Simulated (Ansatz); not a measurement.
H$_{7}$InOSi, SMILES `[SiH3][OH+][InH3-]`, relaxed with RKS PBE0-D4/def2-TZVP in Ansatz 0.2.0 from a PBE-D4/def2-SVP geometry. The force threshold is 0.005 eV/Å; the program also tests the step.

Charge 0, multiplicity 1. In takes the def2 core potential.

Start:

```xyz
10

Si    1.023   -0.204   -1.316
O    -0.193   -0.767   -0.243
In   -1.167    0.643    1.497
H     0.521    1.119   -1.792
H     1.152   -1.183   -2.449
H     2.341   -0.076   -0.609
H    -0.075   -1.665    0.118
H    -2.656    1.069    0.691
H     0.189    1.757    1.464
H    -1.136   -0.692    2.638
```

```json
{"step": "1", "energy (eV)": "-15208.2379", "largest force (eV/Å)": "0.769", "largest move (Å)": "0.000"}
{"step": "2", "energy (eV)": "-15208.2706", "largest force (eV/Å)": "0.473", "largest move (Å)": "0.042"}
{"step": "3", "energy (eV)": "-15208.2798", "largest force (eV/Å)": "0.137", "largest move (Å)": "0.015"}
{"step": "4", "energy (eV)": "-15208.2806", "largest force (eV/Å)": "0.052", "largest move (Å)": "0.008"}
{"step": "5", "energy (eV)": "-15208.2806", "largest force (eV/Å)": "0.063", "largest move (Å)": "0.029"}
{"step": "6", "energy (eV)": "-15208.2811", "largest force (eV/Å)": "0.009", "largest move (Å)": "0.021"}
{"step": "7", "energy (eV)": "-15208.2811", "largest force (eV/Å)": "0.002", "largest move (Å)": "0.008"}
{"step": "8", "energy (eV)": "-15208.2812", "largest force (eV/Å)": "0.006", "largest move (Å)": "0.011"}
{"step": "9", "energy (eV)": "-15208.2812", "largest force (eV/Å)": "0.007", "largest move (Å)": "0.018"}
{"step": "10 (rejected)", "energy (eV)": "-15208.2812", "largest force (eV/Å)": "0.008", "largest move (Å)": "0.012"}
{"step": "11", "energy (eV)": "-15208.2812", "largest force (eV/Å)": "0.005", "largest move (Å)": "0.006"}
{"step": "12", "energy (eV)": "-15208.2812", "largest force (eV/Å)": "0.005", "largest move (Å)": "0.007"}
{"step": "13", "energy (eV)": "-15208.2812", "largest force (eV/Å)": "0.004", "largest move (Å)": "0.001"}
```

End:

```xyz
10

Si    1.016   -0.202   -1.286
O    -0.195   -0.754   -0.266
In   -1.149    0.640    1.489
H     0.544    1.111   -1.768
H     1.169   -1.170   -2.400
H     2.298   -0.081   -0.552
H    -0.144   -1.665    0.035
H    -2.649    1.028    0.728
H     0.177    1.754    1.389
H    -1.068   -0.662    2.631
```

It took 26 s on 4 threads of an Arm Neoverse V2 on a shared host, with 0.38 GiB of host memory at the peak.
